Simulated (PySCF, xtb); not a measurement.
methylcyclobutane (C5H10), SMILES C1CCC1C.

GFN2-xTB (xtb) at its own geometry gives an orbital gap of 12.32 eV and a dipole moment of 0.12 D.

The structure is a stationary point at B3LYP-D3(BJ)/def2-SVP.

**Question.** What does PySCF with PBE/def2-TZVP give? (Estimate from the structure and the level; the computed values follow.)

**Answer.** gap 7.46 eV (levels -6.97 and 0.49 eV), dipole 0.12 D.
